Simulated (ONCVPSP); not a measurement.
## Cutoff test, N (Z = 7), ONCV

ONCVPSP 4.0.1 input, shortened (lines: element, Z, core and valence counts, functional; n l f; lmax; l rc ep ncon nbas qcut; lloc lpopt rc5 dvloc0; l nproj debl; icmod fcfact rcfact), BLYP, scalar-relativistic:

```
  N 7.00    1    2  -106131      upf
    1    0    2.00
    2    0    2.00
    2    1    2.00
    1
    0    1.05    0.00    3    6    7.40
    1    0.72    0.00    3    6    8.30
    1    5    0.72    0.00
    0    2    2.00
    1    0    1.90
    3    4.50    1.75
```

**Question.** For each optimised wave give the share of its norm inside rc, the residual kinetic energy above qcut (Ha) and the cutoffs (Ha) for errors of 10, 1, 0.1 and 0.01 mHa per electron.

**Answer.**

| wave | norm inside rc | residual KE | 10 mHa | 1 mHa | 0.1 mHa | 0.01 mHa |
| --- | --- | --- | --- | --- | --- | --- |
| 2s | 0.409 | 3.2e-04 | 16.2 | 23.8 | 62.2 | not reached |
| s projector 2 | 0.053 | 1.3e-04 | 11.3 | 21.3 | 28.5 | 67.0 |
| 2p | 0.201 | 1.6e-02 | 38.9 | 181.9 | 296.6 | not reached |

The occupied waves need 182 Ha and 297 Ha for 1 and 0.1 mHa.
